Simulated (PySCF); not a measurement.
Compound: C8H10O.
Numbering: `[CH:1]#[C:2][C@@H:3]([CH2:4][CH3:5])[C:6](=[O:7])[CH:8]=[CH2:9]` (hydrogens: H10 on C1; H11 on C3; H12, H13 on C4; H14, H15, H16 on C5; H17 on C8; H18, H19 on C9)

Cartesian coordinates in Å at the PBE0-D3(BJ)/def2-SVP level; atoms count from 1:
```
atom  x, y, z in Å
C1    -0.088    2.556    0.910
C2    -0.148    1.358    0.734
C3    -0.221   -0.081    0.496
C4    -1.501   -0.508   -0.225
C5    -2.765   -0.207    0.559
C6     1.039   -0.565   -0.242
O7     0.951   -1.250   -1.232
C8     2.345   -0.178    0.355
C9     3.490   -0.598   -0.190
H10   -0.035    3.617    1.065
H11   -0.184   -0.578    1.488
H12   -1.524   -0.011   -1.208
H13   -1.415   -1.584   -0.437
H14   -2.864    0.870    0.765
H15   -3.658   -0.525    0.001
H16   -2.774   -0.733    1.527
H17    2.332    0.456    1.247
H18    4.462   -0.335    0.234
H19    3.463   -1.222   -1.088
```

All values: CAM-B3LYP/def2-SVPD (PySCF, non-relativistic), on one gas-phase PBE0-D3(BJ)/def2-SVP geometry that isn't relaxed in the solvent. The solvent is an IEF-PCM continuum (Bondi radii, 1.10 Å for H, scaled by 1.2), and excitations are vertical TDDFT with non-equilibrium linear response and a frozen core. The model holds no explicit solvent molecules, cavitation or dispersion.

| run | E − E(gas) (kJ/mol) | HOMO (eV) | HOMO–LUMO gap (eV) | dipole (D) | lowest singlet (eV) | static polarisability (au) |
| --- | --- | --- | --- | --- | --- | --- |
| gas | 0.00 | -8.76 | 8.04 | 2.27 | 3.87 | 97.2 |
| P | -26.49 | -8.85 | 8.12 | 3.16 | 3.98 | 130.4 |
| Q | -10.13 | -8.78 | 8.07 | 2.56 | 3.91 | 108.6 |

**Question.** The runs were made in cyclohexane and dimethylsulfoxide. Which run belongs to which solvent?

**Answer.** P = dimethylsulfoxide, Q = cyclohexane. The dielectric constants are 2.017 (cyclohexane), 46.83 (dimethylsulfoxide), and the energy falls further as ε rises. The optical constants n² used for the excitations are 2.04, 2.19 in the same order. In this model the ground state sees the solvent through ε alone.

**Question.** How constant is the ratio of the lowering to (ε − 1)/(2ε + 1)?

**Answer.** 
```csv
solvent,(ε − 1)/(2ε + 1),E − E(gas) (kJ/mol),ratio (kJ/mol),polarisation term (kJ/mol)
cyclohexane,0.202,-10.13,-50.1,-10.75
dimethylsulfoxide,0.484,-26.49,-54.7,-31.24
```

The ratio changes by +9.1 % in size from cyclohexane to dimethylsulfoxide. The polarisation term is half the interaction of the solute with the induced surface charges.

Rough CPU time on one thread of a shared machine: about 2.7 min. This is the whole response run at CAM-B3LYP/def2-SVPD in dimethylsulfoxide, SCF included.
